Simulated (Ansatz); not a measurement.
Strength of the O–Si bond: Si(OH)3 → Si(OH)2 + OH

Species: Si(OH)3, doublet; Si(OH)2, singlet; OH, doublet. 

Shapes, held fixed at every level: PBE0-D4/def2-TZVP. Flexible molecules stand in one conformer, not always the lowest. Programs: Ansatz 0.2.0. The zero-point and thermal change to 298 K, harmonic and unscaled (PBE0-D4/def2-TZVP), is -10.5 kJ/mol.

(1) Estimate ΔH(298 K) of this reaction.

## Answers

(1) The highest level, CCSD(T)/CBS estimate, gives ΔH(298 K) = +334.5 kJ/mol; the levels span +248.0 to +338.9. A fragment pairs its electrons up again, so this isn't a typical strength of such a bond. The column of differences is taken from that level and isn't an error. No measured value is set beside it here. Open shells run unrestricted unless RO is named. The CBS estimate extrapolates MP2 from def2-TZVPP and def2-QZVPP and adds CCSD(T) − MP2 in the triple-zeta set, cores frozen.

```
               level                    kind  ΔH(298 K) (kJ/mol)  less CCSD(T)/CBS estimate
         HF/def2-SVP            Hartree–Fock              +248.0                      -86.5
       HF/def2-TZVPP            Hartree–Fock              +271.9                      -62.6
   PBE-D4/def2-TZVPP                     GGA              +338.9                       +4.4
  PBE0-D4/def2-TZVPP           global hybrid              +338.2                       +3.7
  wB97M-V/def2-TZVPP  range-separated hybrid              +315.9                      -18.6
        MP2/def2-SVP     perturbation theory              +326.5                       -8.0
  CCSD(T)/def2-TZVPP   coupled cluster or CI              +322.6                      -11.9
CCSD(T)/CBS estimate   coupled cluster or CI              +334.5                        0.0
```
